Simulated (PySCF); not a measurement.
Energy of Nd (neodymium, neutral) between two integer charges

The 6s beta orbital of [Xe] 4f4 6s2 is emptied in steps (occupation f), with all orbitals relaxed, ending at [Xe] 4f4 6s1. All numbers are calculated (PySCF 2.14, a scalar-relativistic core potential, in def2-TZVP with the def2 core potential (28 electrons)). The exact energy is a straight line in f; departures are measured from the line between the end points of the same method.

Problem. Among PBE0, r2SCAN, LC-wPBE, which shows the largest delocalisation error (convex curve), and which is closest to linear?

Solution. Most convex: r2SCAN (-0.399 eV at f = 0.4); closest to linear: LC-wPBE (0.033 eV).

| f | PBE0 (eV) | r2SCAN (eV) | LC-wPBE (eV) |
| --- | --- | --- | --- |
| 1 | 0.000 | 0.000 | 0.000 |
| 0.8 | -0.245 | -0.281 | 0.025 |
| 0.6 | -0.368 | -0.412 | 0.035 |
| 0.4 | -0.369 | -0.399 | 0.033 |
| 0.2 | -0.244 | -0.252 | 0.021 |
| 0 | 0.000 | 0.000 | 0.000 |

```
 method  E(f=0) − E(f=1) (eV)  −ε at f=1 (eV)  −ε at f=0.4 (eV)
   PBE0                 5.413           3.889             5.722
 r2SCAN                 5.182           3.399             5.599
LC-wPBE                 5.222           5.384             5.181
```

Reference removal energy between the ground levels: 5.525 eV (measured; NIST Atomic Spectra Database, ionization energies). The calculation has no spin-orbit coupling.
